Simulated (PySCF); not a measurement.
CF₂GaNO, SMILES O=C=[N][Ga]([F])[F]. Atoms are numbered in the order given.

```xyz
6

Ga     0.0049     0.6662     0.0000
F      1.2671     1.8578     0.0000
F     -1.6417     1.2265     0.0000
N      0.4212    -1.0815     0.0000
C      0.1379    -2.2587     0.0000
O     -0.0693    -3.4110     0.0000
```
Charge 0, spin multiplicity 1.

Coordinates come from a TPSSh-D3(BJ)/def2-SVP optimisation. The structure was generated by enumeration; whether it is a known compound was not checked. One conformer was computed; it need not be the lowest.

The numbers are results of TPSSh-D3(BJ)/def2-SVP in PySCF 2.14.0, not measurements.

Frequencies are harmonic and unscaled.

| mode | ν (cm⁻¹) | IR (km/mol) | moving atoms (share of kinetic energy) |
|---|---|---|---|
| 1 | 37 | 0.5 | F 37 %, O 35 %, N 22 % |
| 2 | 56 | 0.2 | N 54 %, O 24 %, F 18 % |
| 3 | 184 | 26.6 | F 74 %, Ga 11 % |
| 4 | 190 | 33.9 | F 39 %, N 34 %, Ga 19 % |
| 5 | 192 | 49.1 | Ga 44 %, F 37 %, N 17 % |
| 6 | 489 | 34.5 | O 26 %, C 23 %, N 21 %, Ga 20 %, F 9 % |
| 7 | 609 | 25.6 | C 73 %, O 15 %, N 12 % |
| 8 | 611 | 28.2 | C 65 %, N 18 %, O 15 % |
| 9 | 709 | 81.1 | F 80 %, Ga 18 % |
| 10 | 757 | 73.5 | F 72 %, Ga 28 % |
| 11 | 1474 | 26.4 | N 58 %, O 40 % |
| 12 | 2407 | 1234.2 | C 70 %, N 16 %, O 13 % |
